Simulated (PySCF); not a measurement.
# Structure from NMR data

An unknown has the formula C$_{5}$H$_{14}$P$_{2}$S. Its calculated NMR data are:

1H NMR (400 MHz, computed): δ 3.15 (m, 2H), 1.47 (m, 3H), 1.13 (m, 9H).

13C{1H} NMR (computed): δ 38.2 (C), 25.3 (CH3, 3C), 20.4 (CH3).

Computed data (PySCF 2.14.0 with density-fitted response routines): NMR shieldings at PBE0/pcSseg-1/GIAO, PBE0-D3(BJ)/def2-SVP structure. Non-relativistic Hamiltonian, equivalent nuclei averaged, in vacuum, a single conformation.

Chemical shifts δ = σref − σ; 1H (σref 31.27), 13C (σref 184.41) vs TMS, all at this level.

Q: Propose a structure and justify it.

A: 
- 3 carbon signals for 5 carbons: some carbons are equivalent by symmetry or fast rotation.
- Carbon types of the structure: 1 × C, 4 × CH3, leaving 2 H on heteroatoms.
- δC 38.2: fully substituted sp3 carbon bonded to P.
- δC 25.3: methyl carbon; aliphatic region, no heteroatom directly attached.
- δC 20.4: methyl carbon bonded to P.
- δH 3.15: hydrogen on a phosphorus bonded to P.
- δH 1.47: hydrogen on a methyl carbon bonded to P.
- δH 1.13: hydrogen on a methyl carbon.

These data were computed for SMILES CC(C)(C)[P@](C)(P)=S.

The shifts were computed for this structure.

Splittings by 31P in the carbon and heteronuclear signals aren't shown, as no couplings were computed. Shifts are as computed. Against solution values, carbons near 30 ppm lie about +2 ppm off and those near 130 ppm about +5 ppm. Of 1211 compounds with measured shifts, 218 miss one by over three times the rms of a fit or turn the order of signals round; such compounds aren't used in these exercises. No couplings were computed; multiplicities are counted from neighbouring protons, with m where these are inequivalent, close in shift, in a saturated or five-membered ring or joined by F or P, and br s for small geminal =CH2 splittings.
